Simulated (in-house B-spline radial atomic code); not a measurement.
Settings and results of a run for Zn III (Zn2+). Computed with an all-electron radial atomic-structure program (B-spline basis): scalar-relativistic (X2C) PBE0, spin-polarised, spherical fractional occupations, Fermi nucleus of rms radius 3.9283 fm.

Command:
```bash
python run_scf.py task.json out
```
Settings (nuclear radius in fm, mass in u):
```
Z                30
configuration    [Ar] 3d10
hamiltonian      x2c
method           pbe0
spin_polarised   True
nucleus          fermi
rms_radius       3.9283
atomic_mass      63.92914
speed_of_light   137.035999084
```

Output (hartree, bohr):
```
 radial grid: 69 intervals, B-splines of order 8, outer radius 25.5556 bohr

 iter        energy (Eh)    residual
    1       -1792.113969    3.65e-01
    2       -1790.610320    4.03e-01
    3       -1794.601306    7.00e-02
    4       -1794.691185    1.83e-02
    5       -1794.666162    3.68e-02
    6       -1794.704094    1.54e-03
    7       -1794.704161    1.59e-04
    8       -1794.704161    1.10e-05
    9       -1794.704161    3.09e-08

 total energy                     -1794.70416
 kinetic                            1827.7738
 electron-nucleus                  -4309.2048
 Hartree                             758.1309
 exact exchange                      -17.5238
 exchange-correlation                -53.8803

 orbital      occ     eigenvalue          <r>       <r^2>       <1/r>       r_max
 1s up      1.000      -352.4483    0.0499404  0.00336786     30.7629      0.0325
 1s down    1.000      -352.4483    0.0499404  0.00336786     30.7629      0.0325
 2s up      1.000       -43.9895     0.225674    0.060155     6.68079      0.1891
 2s down    1.000       -43.9895     0.225674    0.060155     6.68079      0.1891
 2p up      3.000       -38.1947       0.1981   0.0481344     6.47044       0.152
 2p down    3.000       -38.1947       0.1981   0.0481344     6.47044       0.152
 3s up      1.000        -5.7807     0.681724    0.537093     2.09745      0.5887
 3s down    1.000        -5.7807     0.681724    0.537093     2.09745      0.5887
 3p up      3.000        -4.0409     0.714263    0.602483     1.93048      0.5936
 3p down    3.000        -4.0409     0.714263    0.602483     1.93048      0.5936
 3d up      5.000        -1.2383     0.874278     1.00034     1.53386      0.5695
 3d down    5.000        -1.2383     0.874278     1.00034     1.53386      0.5695
```

Cost of the run: 0.46 s on 1 thread of Arm Neoverse V1 (shared host).

One-electron X2C: radii and densities carry no picture-change correction, so inner-shell <1/r> comes out high (for 1s by about 2 % at Z = 33, 5 % at 54, 10 % at 75, 30 % at 118) and <r> low.
